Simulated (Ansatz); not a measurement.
`[OH][Sn]([F])([F])[SiH3]` and `[F][Sn]([F])([SiH3])[Cl]` differ in one atom or group.

Ansatz, PBE0-D4/def2-TZVP geometries, multiplicity 1. Each molecule was computed in one conformer, which needn't be the lowest.

Elements past krypton have def2 core potentials.

```
                                          property  `[OH][Sn]([F])([F])[SiH3]`
                LUMO energy (PBE0/def2-TZVPP) / eV                       -1.56
size of the dipole moment (ωB97M-V/def2-TZVPP) / D                        3.59
           HOMO–LUMO gap (ωB97M-V/def2-TZVPP) / eV                       11.73
                HOMO energy (PBE0/def2-TZVPP) / eV                       -9.30
               HOMO energy (B3LYP/def2-TZVPP) / eV                       -9.02
    zero-point energy (PBE0-D4/def2-TZVP) / kJ/mol                       109.7
```

(1) Give the same properties after the change, and the shifts. (Estimate.)

Results:

(1) Ansatz gave: 
```
                                          property  `[F][Sn]([F])([SiH3])[Cl]`  shift
                LUMO energy (PBE0/def2-TZVPP) / eV                       -2.02  -0.46
size of the dipole moment (ωB97M-V/def2-TZVPP) / D                        5.00   1.41
           HOMO–LUMO gap (ωB97M-V/def2-TZVPP) / eV                       11.12  -0.61
                HOMO energy (PBE0/def2-TZVPP) / eV                       -9.16   0.14
               HOMO energy (B3LYP/def2-TZVPP) / eV                       -8.91   0.11
    zero-point energy (PBE0-D4/def2-TZVP) / kJ/mol                        78.5  -31.2
```

With PBE0 the HOMO rises by 0.14 eV and the LUMO falls by 0.46 eV, so the gap narrows by about 0.60 eV. PBE moves the HOMO by -0.30 eV and ωB97M-V by 0.18 eV. The zero-point energy changes by -31.2 kJ/mol with -3 modes. Dipoles are sizes alone; their direction can turn.

B3LYP here is the variant with VWN-RPA as its local correlation; programs differ in this.
